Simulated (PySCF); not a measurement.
Species: C₇H₁₂BP.
SMILES with atom numbers: `[BH3-:1][P@H+:2]1[CH:3]=[CH:4][C@@H:5]([CH:6]=[CH2:7])[CH:8]=[CH:9]1` (hydrogens: H10, H11, H12 on B1; H13 on P2; H14 on C3; H15 on C4; H16 on C5; H17 on C6; H18, H19 on C7; H20 on C8; H21 on C9)

Computed with PySCF at PBE0/pcSseg-1, non-relativistic, on one gas-phase PBE0-D3(BJ)/def2-SVP geometry that isn't relaxed in the solvent. The solvent is an IEF-PCM continuum (cavity from Bondi-type radii × 1.2). Specific hydrogen bonds and non-electrostatic terms are outside this model.

Gas phase at PBE0/pcSseg-1: HOMO -7.58 eV, LUMO -1.25 eV, dipole 5.49 D.

**Question.** What does the continuum do to the energy, the frontier levels and the dipole at PBE0/pcSseg-1 in benzene and water?

**Answer.** 
| solvent | ε | E(solvent) − E(gas) (kcal/mol) | polarisation term (kcal/mol) | distortion of the solute (kcal/mol) | HOMO (eV) | LUMO (eV) | dipole (D) |
| --- | --- | --- | --- | --- | --- | --- | --- |
| benzene | 2.271 | -3.93 | -4.28 | 0.35 | -7.53 | -1.09 | 6.27 |
| water | 78.36 | -8.82 | -10.64 | 1.82 | -7.49 | -0.96 | 7.26 |

The polarisation term is half the interaction of the solute with the surface charges that it induces; the rest is the cost of distorting the solute's density. The sum is the electrostatic part of solvation alone. From benzene to water the lowering changes by a factor 2.25, Onsager's factor (ε − 1)/(2ε + 1) by 2.14 and ε itself by 34.5.

**Question.** Which radius a makes the point-dipole formula ΔE = −[(ε − 1)/(2ε + 1)]·μ²/a³ give the value in water, with the gas-phase dipole?

**Answer.** μ = 2.159 au and |ΔE| = 0.01405 Eh give a = 2.89 Å; the farthest nucleus lies 4.21 Å from the centroid of the nuclei, so such a sphere wouldn't even hold the nuclei. The formula assumes a rigid point dipole at the centre of a sphere.

**Question.** Which Hirshfeld charges (PBE0/pcSseg-1) respond most in benzene (means over atoms taken as equivalent)?

**Answer.** 
| atoms | environment | gas (e) | solvent (e) | change |
| --- | --- | --- | --- | --- |
| B1 | four-coordinate boron | -0.160 | -0.169 | -0.009 |
| H10/H11/H12 | B–H hydrogen | -0.086 | -0.093 | -0.007 |
| H13 | P–H hydrogen | +0.011 | +0.018 | +0.007 |
| H16 | methine hydrogen | +0.052 | +0.057 | +0.005 |
| H15/H20 | vinylic hydrogen | +0.055 | +0.059 | +0.004 |
| P2 | phosphorus bonded to B, 2 C and H | +0.342 | +0.345 | +0.003 |
| H19 | vinylic hydrogen | +0.047 | +0.050 | +0.003 |
| H14/H21 | vinylic hydrogen | +0.061 | +0.063 | +0.002 |

**Question.** Which Mayer bond orders change most in benzene?

**Answer.** 
```
  bond  length (Å)    gas  solvent  change
 B1–P2       1.917  0.853    0.863  +0.010
B1–H10       1.223  0.925    0.931  +0.006
B1–H11       1.223  0.921    0.927  +0.006
B1–H12       1.224  0.925    0.931  +0.006
 P2–C3       1.799  0.929    0.934  +0.005
 C9–P2       1.799  0.929    0.934  +0.005
C5–H16       1.105  0.922    0.918  -0.004
 C5–C6       1.514  0.963    0.960  -0.003
```

Conformer computed: `[BH3-:1][P@H+:2]1[CH:3]=[CH:4][C@@H:5]([CH:6]=[CH2:7])[CH:8]=[CH:9]1`: C4–C5–C6–C7 -116°.
